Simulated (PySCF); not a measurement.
# How methods differ on the ionisation energy of Cd²⁺

Cd²⁺ [Kr] 4d10 (1S) → Cd³⁺ [Kr] 4d9 (2D), as a difference of total energies. Computed with PySCF 2.14 in def2-TZVPPD with the def2 core potential (28 electrons) (6s4p3d2f1g, 56 functions), with a scalar-relativistic core potential. Correlated levels: valence: 4s2 4p6 frozen; valence and next inner shell: nothing frozen outside the core potential. The calculations carry no spin-orbit coupling.

```json
{"method": "UHF", "ionisation energy (eV)": "35.947", "difference from reference (eV)": "-1.521"}
{"method": "LDA", "ionisation energy (eV)": "38.048", "difference from reference (eV)": "+0.580"}
{"method": "PBE", "ionisation energy (eV)": "37.641", "difference from reference (eV)": "+0.173"}
{"method": "PBE0", "ionisation energy (eV)": "37.548", "difference from reference (eV)": "+0.080"}
{"method": "r2SCAN", "ionisation energy (eV)": "37.529", "difference from reference (eV)": "+0.061"}
{"method": "TPSSh", "ionisation energy (eV)": "37.315", "difference from reference (eV)": "-0.153"}
{"method": "CAM-B3LYP", "ionisation energy (eV)": "37.607", "difference from reference (eV)": "+0.139"}
{"method": "TPSS", "ionisation energy (eV)": "37.321", "difference from reference (eV)": "-0.147"}
{"method": "r2SCAN0", "ionisation energy (eV)": "37.485", "difference from reference (eV)": "+0.017"}
{"method": "MP2 (valence)", "ionisation energy (eV)": "37.865", "difference from reference (eV)": "+0.397"}
{"method": "SCS-MP2 (valence)", "ionisation energy (eV)": "37.647", "difference from reference (eV)": "+0.179"}
{"method": "MP2 (valence and next inner shell)", "ionisation energy (eV)": "37.693", "difference from reference (eV)": "+0.225"}
{"method": "SCS-MP2 (valence and next inner shell)", "ionisation energy (eV)": "37.442", "difference from reference (eV)": "-0.026"}
```

Reference: 37.468 ± 0.006 eV (measured; NIST Atomic Spectra Database, ionization energies).

The reference lies between the lowest fine-structure levels, while these numbers refer to the centres of the terms.

Errors of the correlated levels include the incompleteness of this basis and the frozen core.
